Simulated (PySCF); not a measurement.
PySCF input file for YOF, SMILES [F][Y]=[O], PBE0-D3(BJ)/def2-TZVP. The structure is a stationary point at PBE0-D3(BJ)/def2-TZVP. The def2 effective core potentials stand for the cores of Y; spin–orbit coupling is left out.

```python
import numpy as np
from pyscf import gto, scf, dft, df
from pyscf.hessian import thermo

mol = gto.M(
    atom='''
    Y     0.30631315    0.09441753    0.00000000
    O    -0.84696369    1.48800081    0.00000000
    F    -0.57450035   -1.73181004    0.00000000
    ''',
    basis='def2-TZVP',
    ecp={'Y': 'def2-tzvp'},
    charge=0,
    spin=0,
    max_memory=1600,
    verbose=3,
)
mf = dft.RKS(mol, xc='pbe0').density_fit(auxbasis='def2-universal-jkfit')
mf.disp = 'd3bj'
mf.grids.level = 3
mf.conv_tol = 1e-11
mf.max_cycle = 100
mf.kernel()

# [left out here: the lines that compute and print the analytic Hessian (its translational invariance restored by hand, since the grid's response is missing), thermochemistry and intensities]
```

Output:

```
converged SCF energy = -213.376486047158

WARN: DFTD3 does not support analytical Hessian, using finite difference


WARN: Mole.unit (angstrom) is changed to Bohr

Mode                                 0                   1                   2
Irrep
Freq [cm^-1]                      179.3860            550.0424            861.1013
Reduced mass [au]                  19.5687             22.3924             18.2490
Force const [Dyne/A]                0.3710              3.9916              7.9725
Char temp [K]                     258.0965            791.3885           1238.9330
Normal mode                   x     y     z       x     y     z       x     y     z
       0   Y                 0.04  0.00  0.00    0.02  0.04 -0.00   -0.03  0.03  0.00
       1   O                -0.11 -0.13  0.00   -0.01 -0.01 -0.00    0.15 -0.17  0.00
       2   F                -0.10  0.10 -0.00   -0.10 -0.18 -0.00    0.01  0.01 -0.00
temperature 298.1500 [K]
pressure 101325.00 [Pa]
Rotational constants [GHz] 19.43681 5.42146 4.23907
Symmetry number 1
Zero-point energy (ZPE) 0.00362 [Eh]   9513.480 [J/mol]
                           tot       elec      trans        rot        vib
Entropy [J/mol/K]       282.375      0.000    168.853    100.795     12.727
Cv [J/mol/K]             39.849      0.000     12.472     12.472     14.906
Cp [J/mol/K]             48.163      0.000     20.786     12.472     14.906
Internal energy [J/mol]                      3718.434   3718.434  11734.362
Internal energy [Eh]   -213.36918  -213.37649
Enthalpy [J/mol]                             6197.391   3718.434  11734.362
Enthalpy [Eh]          -213.36824
Gibbs free energy [J/mol]                  -44146.174 -26333.676   7939.817
Gibbs free energy [Eh] -213.40031
static polarisability / bohr^3: [[32.023 -8.473  0.   ]
 [-8.429 42.473 -0.   ]
 [-0.    -0.    21.965]]
largest difference of analytic and finite-field dipole derivatives / e: 0.0033245487754587355
mode   freq/cm-1   IR/(km/mol)   Raman/(A^4/amu)   depolarisation
   1      179.39        29.524             5.993            0.618
   2      550.04       160.649             0.514            0.706
   3      861.10       217.418            68.807            0.070
max |gradient| / (hartree/bohr): 0.0001827358298581521
APT charges: [ 1.9374 -1.1231 -0.8144]
```

The calculation finished and met its thresholds.
